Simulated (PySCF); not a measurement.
A GIAO shielding run with PySCF 2.14 (density fitting, non-relativistic, gas phase) on SMILES CC[Si@H](F)N[SiH2]CF, C3H11F2NSi2:

```
$ OMP_NUM_THREADS=1 python probes_run.py task.json out

{"job": {"kind": "nmr", "xc": "PBE0", "basis": "pcSseg-1"}, "charge": 0, "multiplicity": 1}
C     -2.724115    -0.053959     1.118192
C     -2.265772    -0.741291    -0.165833
Si    -0.885552     0.183624    -1.078177
F     -0.412949    -0.730223    -2.322023
N      0.536322     0.371391    -0.114956
Si     2.125722    -0.255753    -0.373405
C      3.189199     0.564771     0.996510
F      2.518808     0.543398     2.207743
H     -1.900429     0.032593     1.823293
H     -3.521066    -0.620694     1.596222
H     -3.097707     0.945437     0.907642
H     -1.924855    -1.750166     0.077780
H     -3.124130    -0.860823    -0.829266
H     -1.286209     1.450606    -1.676776
H      0.392016     0.819107     0.776498
H      2.651576     0.169541    -1.669932
H      2.174976    -1.711421    -0.205256
H      3.413662     1.614505     0.796195
H      4.130700     0.038608     1.158415
```

Hardware: 1 thread of an Arm Neoverse N1, shared host. The job also computes population analyses, field gradients.

Problem. How large is the calculation?

Solution. 82 electrons, 205 basis functions and 1107 auxiliary functions.

Problem. How long does it take, and how much memory does it need?

Solution. 83 s of wall time, with 12 SCF cycles and 4 response iterations; peak memory 0.89 GiB. Times on a shared host scatter by some tens of per cent.
